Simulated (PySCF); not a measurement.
## Working out the ionisation energy of Sb⁺

Sb⁺ [Kr] 4d10 5s2 5p2 (3P) → Sb²⁺ [Kr] 4d10 5s2 5p1 (2P). Calculation: PySCF 2.14, in def2-QZVPPD with the def2 core potential (28 electrons) (8s6p5d4f1g, 88 functions); a scalar-relativistic core potential. Frozen: 4s2 4p6 4d10. Energies in hartree (1 hartree = 27.21139 eV):

```
            part  Sb⁺ (lower)  Sb²⁺ (upper)
             UHF  -238.962902   -238.374740
CCSD correlation    -0.061677     -0.047720
             (T)    -0.001644     -0.000679
```

Question: What does Hartree-Fock give?

Answer: (-238.374740) − (-238.962902) = 0.588162 hartree = 16.005 eV.

Question: What do CCSD and CCSD(T) give?

Answer: The CCSD correlation energies differ by 0.013957 hartree = 0.380 eV and the triples by 0.000965 hartree = 0.026 eV, so CCSD gives 16.385 eV and CCSD(T) 16.411 eV.

Reference: 16.626 ± 0.025 eV (measured; NIST Atomic Spectra Database, ionization energies), between the lowest levels; spin-orbit coupling is absent from the calculation.

What remains against the reference includes basis incompleteness, the frozen core and higher excitations.
